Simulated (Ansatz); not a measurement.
A run for Ansatz (a program for electronic structure): U-CCSD(T)/cc-pVDZ on BrFSe (SMILES F[Se]Br), a point of a bond scan (R = 1.764 Å). The run froze 29 orbitals, filled d shells among them.

Ansatz 0.2 input:
```yaml
crystal:
  periodic: [false, false, false]
  atoms:
    - {symbol: Se, position_ang: [0.51016666, -0.43084229, 0.77837054]}
    - {symbol: F, position_ang: [1.47346306, -1.31371948, -0.40663499]}
    - {symbol: Br, position_ang: [-0.87448098, 0.75634609, -0.65156810]}
basis:
  gaussian:
    orbitals: cc-pVDZ
correlation: {method: ccsd_t, electrons: outside_noble_gas}
scf: {omitted_lower_state_checks: [cluster_reference]}
magnetization: {spin_polarized: true, initial_magnetization: 0}
```

Program output:

```
WARN ansatz: RAYON_NUM_THREADS=1 ignored (pool sized by the plan → 1); use --threads N
Functional definition: HF
these checks for a lower state are left out or cut short: cluster_reference
integrals: 0.08 GiB planned
776 factors; integrals over basis functions are off by at most 1.0e-3 eV
mean field: 0.37 GiB planned
mean field evaluation 1: about -138004.0801 eV, gradient 1.8e1 eV
mean field evaluation 2: about -138004.0827 eV, gradient 1.8e1 eV
mean field evaluation 4: about -138005.4603 eV, gradient 1.3e0 eV
mean field evaluation 8: about -138005.4789 eV, gradient 6.6e-4 eV
mean field evaluation 16: about -138004.2455 eV, gradient 5.1e0 eV
mean field -138005.47887820 eV, -5071.6078053004 hartree, gradient 2.2e-6 eV, S^2 0.000000; 2 other end points of the search recorded, 0 dependent functions left out
29 core orbitals not correlated
reference -138005.47887820 eV, -5071.6078053004 hartree; 10, 10 occupied and 29, 29 virtual orbitals, 776 factors
second order -11.28107521 eV of doubles, -0.00000000 eV of singles
coupled cluster: 0.13 GiB planned
cycle   1  -11.53029475 eV  change   -2.5e-1 eV  update   8.8e-2
cycle   2  -11.80244660 eV  change   -2.7e-1 eV  update   3.0e-2
cycle   3  -11.88753917 eV  change   -8.5e-2 eV  update   1.7e-2
cycle   4  -11.88722944 eV  change    3.1e-4 eV  update   4.4e-3
cycle   5  -11.88499615 eV  change    2.2e-3 eV  update   2.3e-3
cycle   6  -11.88509769 eV  change   -1.0e-4 eV  update   8.2e-4
cycle   7  -11.88491358 eV  change    1.8e-4 eV  update   3.1e-4
cycle   8  -11.88487931 eV  change    3.4e-5 eV  update   1.1e-4
cycle   9  -11.88491390 eV  change   -3.5e-5 eV  update   4.1e-5
cycle  10  -11.88490934 eV  change    4.6e-6 eV  update   1.5e-5
perturbative correction -0.28387432 eV, -0.0104321887 hartree
Total energy: -138017.64766185 eV, -5072.0549998514 hartree
Checks for a lower state left out: cluster_reference
```

The run converged.

Cost: very roughly 3 core-seconds.
